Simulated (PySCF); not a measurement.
H₅PSi.

```xyz
7

Si    -1.0967    -0.0069     0.0000
P      1.1674     0.1185     0.0000
H     -1.5925     0.6959     1.2062
H     -1.5925     0.6959    -1.2062
H     -1.6210    -1.3928     0.0000
H      1.3238    -0.8394     1.0358
H      1.3238    -0.8394    -1.0358
```
Charge 0, spin multiplicity 1.

Geometry: B3LYP-D3(BJ)/def2-TZVP.

The numbers are results of PBE/pcSseg-2 (PySCF), not measurements. Non-relativistic, no solvent.

Task: Give the absolute GIAO shielding of each atom: isotropic value and principal components (ppm). (The exact figures need the calculation; the answer reports its results.)

Result: 
| atom | σ(iso) | σ11 | σ22 | σ33 | span |
|---|---|---|---|---|---|
| Si1 | 408.7 | 380.8 | 403.1 | 442.2 | 61.4 |
| P2 | 590.3 | 534.6 | 564.2 | 672.2 | 137.5 |
| H3 | 27.3 | 24.4 | 25.2 | 32.3 | 7.9 |
| H4 | 27.3 | 24.4 | 25.2 | 32.3 | 7.9 |
| H5 | 26.9 | 23.4 | 25.0 | 32.3 | 8.9 |
| H6 | 29.7 | 25.1 | 26.7 | 37.2 | 12.1 |
| H7 | 29.7 | 25.1 | 26.7 | 37.2 | 12.1 |
